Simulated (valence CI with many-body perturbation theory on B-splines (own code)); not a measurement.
**Energy levels of Pt⁵⁺**

Computed by configuration interaction combined with many-body perturbation theory (CI+MBPT): five valence electrons over a frozen Dirac-Fock core [Xe] 4f14, radial functions for each j: 7 s, 7 p, 8 d, 6 f, 4 g, 1 h, with the one-electron correlation potential Σ1 (screened to all orders), the two-electron term Σ2, the three-electron term Σ3, Breit, model QED; selected single and double excitations, second order for the rest (own B-spline code, finite nucleus).

No measured spectrum was set against this ion. As an estimate, terms of the open shell hold to 2 to 4 % of their energy, and close levels can change places; different configurations can be misplaced against each other by 1,000 to 8,000 cm⁻¹. Among the levels kept, up to 2100 cm⁻¹ of a level comes from second order outside the variational space, and about a tenth of that is noise between levels of different J, which matters for small intervals.

Levels 91 to 135 of 219, with energies above the lowest level, 5d5 6S_5/2. "Leading %" is the weight of the configuration and term that name the level; weights of strongly mixed levels are sums over their largest components and can fall short. In the jj column 3d3/2^4 stands for four electrons in 3d with j = 3/2.

```csv
No.,Configuration,Term,J,E (eV),Leading %,Second component,Leading jj
91,5d4 6s,4P,1/2,23.151,76,15 % 5d4 6s 2S,5d3/2 5d5/2^3 6s (44 %)
92,5d4 6s,2G,7/2,23.405,66,23 % 5d4 6s 2F,5d3/2 5d5/2^3 6s (48 %)
93,5d4 6p,6F°,1/2,23.446,32,22 % 5d4 6p 4D°,5d3/2^4 6p1/2 (80 %)
94,5d4 6s,2P,3/2,23.623,69,13 % 5d4 6s 2D,5d3/2 5d5/2^3 6s (52 %)
95,5d4 6s,2G,9/2,23.645,81,14 % 5d4 6s 4F,5d3/2 5d5/2^3 6s (83 %)
96,5d4 6s,2F,5/2,23.857,78,17 % 5d4 6s 2D,5d3/2 5d5/2^3 6s (61 %)
97,5d4 6s,2F,7/2,24.176,66,28 % 5d4 6s 2G,5d3/2 5d5/2^3 6s (65 %)
98,5d4 6p,4P°,1/2,24.208,38,28 % 5d4 6p 6F°,5d3/2^3 5d5/2 6p1/2 (87 %)
99,5d4 6s,2P,1/2,24.410,85,10 % 5d4 6s 2S,5d3/2 5d5/2^3 6s (45 %)
100,5d4 6p,6F°,3/2,24.427,67,21 % 5d4 6p 4D°,5d3/2^3 5d5/2 6p1/2 (78 %)
101,5d4 6p,6F°,5/2,25.093,65,9 % 5d4 6p 4F°,5d3/2^2 5d5/2^2 6p1/2 (46 %)
102,5d4 6p,4P°,3/2,25.179,39,37 % 5d4 6p 6D°,5d3/2^2 5d5/2^2 6p1/2 (52 %)
103,5d4 6p,6F°,7/2,25.566,43,16 % 5d4 6p 4F°,5d3/2^3 5d5/2 6p1/2 (44 %)
104,5d4 6s,2D,3/2,25.750,90,,5d3/2 5d5/2^3 6s (43 %)
105,5d4 6s,2D,5/2,25.760,86,5 % 5d4 6s 2F,5d3/2 5d5/2^3 6s (42 %)
106,5d4 6p,4F°,9/2,25.816,27,16 % 5d4 6p 6F°,5d3/2^3 5d5/2 6p1/2 (69 %)
107,5d4 6p,6P°,5/2,25.882,31,24 % 5d4 6p 6D°,5d3/2^2 5d5/2^2 6p1/2 (46 %)
108,5d4 6p,6P°,7/2,26.177,37,25 % 5d4 6p 4D°,5d3/2^3 5d5/2 6p1/2 (57 %)
109,5d4 6p,4D°,1/2,26.769,31,27 % 5d4 6p 6F°,5d3/2^2 5d5/2^2 6p1/2 (69 %)
110,5d4 6p,6P°,3/2,26.804,34,11 % 5d4 6p 4F°,5d3/2^4 6p3/2 (63 %)
111,5d4 6p,4H°,7/2,26.957,39,12 % 5d4 6p 6P°,5d3/2^2 5d5/2^2 6p1/2 (54 %)
112,5d4 6p,4I°,9/2,27.010,36,14 % 5d4 6p 6F°,5d3/2^2 5d5/2^2 6p1/2 (66 %)
113,5d4 6p,4G°,5/2,27.237,36,14 % 5d4 6p 6F°,5d3/2^3 5d5/2 6p1/2 (35 %)
114,5d4 6p,2D°,3/2,27.317,26,22 % 5d4 6p 4F°,5d3/2^3 5d5/2 6p3/2 (32 %)
115,5d4 6p,4H°,7/2,27.532,32,12 % 5d4 6p 6F°,5d3/2^2 5d5/2^2 6p1/2 (55 %)
116,5d4 6p,6D°,5/2,27.577,32,13 % 5d4 6p 6P°,5d3/2^3 5d5/2 6p3/2 (62 %)
117,5d4 6p,4I°,11/2,27.714,37,34 % 5d4 6p 4H°,5d3/2^2 5d5/2^2 6p1/2 (92 %)
118,5d4 6p,4D°,3/2,27.751,37,27 % 5d4 6p 4F°,5d3/2^2 5d5/2^2 6p1/2 (51 %)
119,5d4 6p,6D°,1/2,27.789,46,13 % 5d4 6p 2S°,5d3/2^3 5d5/2 6p3/2 (41 %)
120,5d4 6p,4H°,9/2,27.971,31,14 % 5d4 6p 2G°,5d3/2^2 5d5/2^2 6p1/2 (80 %)
121,5d4 6p,4G°,5/2,28.088,27,19 % 5d4 6p 6P°,5d3/2^2 5d5/2^2 6p1/2 (39 %)
122,5d4 6p,2I°,13/2,28.152,34,23 % 5d4 6p 4H°,5d3/2^2 5d5/2^2 6p1/2 (89 %)
123,5d4 6p,2D°,3/2,28.154,24,14 % 5d4 6p 6P°,5d3/2^2 5d5/2^2 6p1/2 (26 %)
124,5d4 6p,6D°,7/2,28.169,27,26 % 5d4 6p 6F°,5d3/2^2 5d5/2^2 6p3/2 (49 %)
125,5d4 6p,4P°,3/2,28.384,33,24 % 5d4 6p 6D°,5d3/2^2 5d5/2^2 6p3/2 (32 %)
126,5d4 6p,4F°,5/2,28.439,36,12 % 5d4 6p 2F°,5d3/2^2 5d5/2^2 6p1/2 (35 %)
127,5d4 6p,4P°,1/2,28.467,70,10 % 5d4 6p 4D°,5d3/2^2 5d5/2^2 6p1/2 (43 %)
128,5d4 6p,6F°,9/2,28.507,33,13 % 5d4 6p 4H°,5d3/2^2 5d5/2^2 6p1/2 (42 %)
129,5d4 6p,6F°,11/2,28.536,32,30 % 5d4 6p 4G°,5d3/2^2 5d5/2^2 6p1/2 (40 %)
130,5d4 6p,4H°,9/2,28.587,21,17 % 5d4 6p 6D°,5d3/2^2 5d5/2^2 6p1/2 (46 %)
131,5d4 6p,4F°,5/2,28.611,41,11 % 5d4 6p 4D°,5d3/2^2 5d5/2^2 6p1/2 (53 %)
132,5d4 6s,2S,1/2,28.657,87,6 % 5d4 6s 4P,5d5/2^4 6s (44 %)
133,5d4 6p,6F°,11/2,28.748,33,31 % 5d4 6p 4G°,5d3/2^2 5d5/2^2 6p1/2 (49 %)
134,5d4 6p,4F°,7/2,28.751,30,11 % 5d4 6p 4G°,5d3/2^2 5d5/2^2 6p1/2 (54 %)
135,5d4 6p,4P°,5/2,28.794,34,17 % 5d4 6p 6D°,5d3/2^3 5d5/2 6p3/2 (47 %)
```

Names give the largest LS component (configuration and term), which can be under half, so a name can repeat, a term be missing and a line seem to break the LS rules; names also repeat where a configuration has a term twice.

Where two levels of one J and parity lie close, their mixing, g and order are uncertain.
